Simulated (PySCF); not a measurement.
Record of a relaxation.

Compound: GeCl4.
Numbering: `[Cl:1][Ge:2]([Cl:3])([Cl:4])[Cl:5]`

Method: PBE0-D3(BJ)/def2-SVP geometry optimisation, gas phase in PySCF; density fitting, grid level 1; the optimiser is geomeTRIC in internal coordinates, started from a GFN2-xTB structure with every atom displaced at random (about 0.03 Å). The frame can shift and turn from step to step; on so coarse a grid that alone can change the energy by a few meV, and forces under 0.02 eV/Å are noise.

Step 0: E = -106567.4257 eV, largest atomic force 1.000 eV/Å
```
atom  x, y, z in Å  |  force x, y, z in eV/Å
Cl1    -0.882   -1.598   -1.139   -0.160   0.158  -0.004
Ge2    -0.014   -0.012   -0.014   -0.365   0.156  -0.561
Cl3     2.021   -0.429    0.119    0.969  -0.192   0.153
Cl4    -0.172    1.890   -0.970   -0.212  -0.173   0.030
Cl5    -0.861    0.044    1.907   -0.232   0.051   0.382
```

Step 1: E = -106567.4746 eV, largest atomic force 0.159 eV/Å
```
atom  x, y, z in Å  |  force x, y, z in eV/Å
Cl1    -0.918   -1.568   -1.141   -0.018   0.064   0.009
Ge2     0.012   -0.018   -0.018   -0.012   0.019  -0.157
Cl3     2.085   -0.439    0.133    0.104  -0.014   0.051
Cl4    -0.221    1.866   -0.979   -0.061  -0.085  -0.018
Cl5    -0.866    0.054    1.908   -0.013   0.015   0.115
```

Step 2: E = -106567.4777 eV, largest atomic force 0.044 eV/Å
```
atom  x, y, z in Å  |  force x, y, z in eV/Å
Cl1    -0.926   -1.563   -1.134    0.000   0.003   0.007
Ge2     0.019   -0.020   -0.020    0.024  -0.004  -0.006
Cl3     2.099   -0.433    0.140   -0.034   0.018   0.015
Cl4    -0.247    1.847   -0.998   -0.023  -0.023  -0.030
Cl5    -0.852    0.064    1.916    0.032   0.007   0.015
```

Step 3: E = -106567.4778 eV, largest atomic force 0.072 eV/Å
```
atom  x, y, z in Å  |  force x, y, z in eV/Å
Cl1    -0.929   -1.571   -1.118    0.010  -0.028   0.015
Ge2     0.021   -0.020   -0.021    0.023  -0.008   0.058
Cl3     2.105   -0.419    0.143   -0.065   0.027  -0.013
Cl4    -0.274    1.826   -1.026    0.000   0.005  -0.025
Cl5    -0.831    0.080    1.925    0.033   0.004  -0.035
```

Step 4: E = -106567.4775 eV, largest atomic force 0.056 eV/Å
```
atom  x, y, z in Å  |  force x, y, z in eV/Å
Cl1    -0.927   -1.586   -1.099    0.013  -0.032   0.022
Ge2     0.021   -0.020   -0.021    0.007  -0.004   0.056
Cl3     2.106   -0.402    0.142   -0.039   0.021  -0.025
Cl4    -0.294    1.810   -1.049    0.006   0.010  -0.014
Cl5    -0.814    0.094    1.931    0.013   0.005  -0.039
```

Step 5: E = -106567.4774 eV, largest atomic force 0.033 eV/Å
```
atom  x, y, z in Å  |  force x, y, z in eV/Å
Cl1    -0.921   -1.605   -1.076    0.010  -0.021   0.023
Ge2     0.019   -0.020   -0.021   -0.012   0.001   0.019
Cl3     2.106   -0.384    0.136    0.010   0.009  -0.022
Cl4    -0.309    1.796   -1.070    0.002   0.003  -0.003
Cl5    -0.803    0.108    1.934   -0.010   0.009  -0.016
```

Step 6: E = -106567.4776 eV, largest atomic force 0.030 eV/Å
```
atom  x, y, z in Å  |  force x, y, z in eV/Å
Cl1    -0.920   -1.607   -1.074    0.009  -0.018   0.021
Ge2     0.019   -0.020   -0.020   -0.010   0.001   0.012
Cl3     2.106   -0.383    0.134    0.011   0.008  -0.018
Cl4    -0.309    1.796   -1.070   -0.001   0.000  -0.004
Cl5    -0.804    0.109    1.934   -0.009   0.009  -0.011
```

Step 7: E = -106567.4777 eV, largest atomic force 0.025 eV/Å
```
atom  x, y, z in Å  |  force x, y, z in eV/Å
Cl1    -0.919   -1.608   -1.072    0.007  -0.015   0.018
Ge2     0.019   -0.020   -0.020   -0.006   0.001   0.006
Cl3     2.106   -0.383    0.132    0.009   0.008  -0.013
Cl4    -0.307    1.797   -1.069   -0.004  -0.003  -0.006
Cl5    -0.806    0.109    1.933   -0.006   0.009  -0.006
```

Problem. Summarise the path.

Solution. The energy falls by 5.02 kJ/mol from step 0 to step 7; nine tenths of that is first reached at step 1. It rises by more than 0.2 meV at step 4. The largest force goes from 1.000 to 0.025 eV/Å. Among the bonds Ge2–Cl3 changes most, from 2.082 to 2.124 Å; the atoms move by 0.066 Å rms after alignment.

The cost below is that of the whole optimisation. The run took 35 s on one thread of an Arm Neoverse V2, on a shared host, and the process peaked at 0.41 GiB of memory.
